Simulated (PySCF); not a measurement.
(Cl2B-mu-SH)2.
Structure used (PBE0-D3(BJ)/def2-SVP), in Å, numbered top down from 1:
```xyz
10
B2Cl4H2S2 angstrom
B     -0.6031   -1.1476    0.3439
Cl     0.2842   -2.6961    0.5459
Cl    -2.3768   -1.1730    0.6301
S      0.2759    0.2860    1.4246
B      0.6210    1.1347   -0.3520
Cl     2.3894    1.2218   -0.6542
Cl    -0.3211    2.6505   -0.5396
S     -0.2183   -0.3231   -1.4330
H     -0.8436    0.9784    1.7331
H      0.9168   -1.0084   -1.6943
```

Computed with PySCF 2.14.0, PBE0-D3(BJ)/def2-SVP geometry optimisation, gas phase.

Take the most abundant isotopes and a rigid rotor. The values belong to one conformer.

(1) Give the principal moments of inertia and the rotational constants in GHz.

(2) Classify the top.

(3) Is it planar, by Δ = Ic − Ia − Ib?

(4) Give the other two planar moments, Paa and Pbb, and the rms extents of the mass along the axes.

(5) Where do the levels up to J = 2 lie, in cm⁻¹?

## Answers

(1) Ia = 478.68, Ib = 910.41, Ic = 1096.38 u·Å²; 505379 MHz·u·Å²/I gives 1056, 555.1 and 461.0 MHz, that is A = 1.0558, B = 0.5551, C = 0.4610 GHz.

(2) An asymmetric top; Ray's κ = -0.683.

(3) Not planar: Δ = Ic − Ia − Ib = -292.71 u·Å². For a rigid frame Δ = −2 Σ m c², so Σ m c² = 146.35 u·Å² lies off the ab plane: 5.93 from hydrogen and 140.43 from heavier atoms. The atom farthest from that plane is 1.74 Å away.

(4) Paa = Σ m a² = (Ib + Ic − Ia)/2 = 764.05 and Pbb = Σ m b² = (Ia + Ic − Ib)/2 = 332.32 u·Å². With the mass M = 227.85 u, the rms extents √(P/M) along a, b and c are 1.83, 1.21, 0.80 Å.

(5) Above 0(0,0):
J = 1: 1(0,1) 0.0339, 1(1,1) 0.0506, 1(1,0) 0.0537
J = 2: 2(0,2) 0.1013, 2(1,2) 0.1152, 2(1,1) 0.1247, 2(2,1) 0.1748, 2(2,0) 0.1752
The levels of one J sum to (2J + 1)J(J + 1)(A + B + C)/3.

The dipole components are |μa| = 0.01 D, |μb| = 0.07 D, |μc| = 0.04 D.

Not checked by PBE0-D3(BJ)/def2-SVP frequencies. Constants of a rigid frame at the computed geometry: no zero-point averaging, no centrifugal distortion. Quadrupole hyperfine structure (11B, 35Cl) is left out.
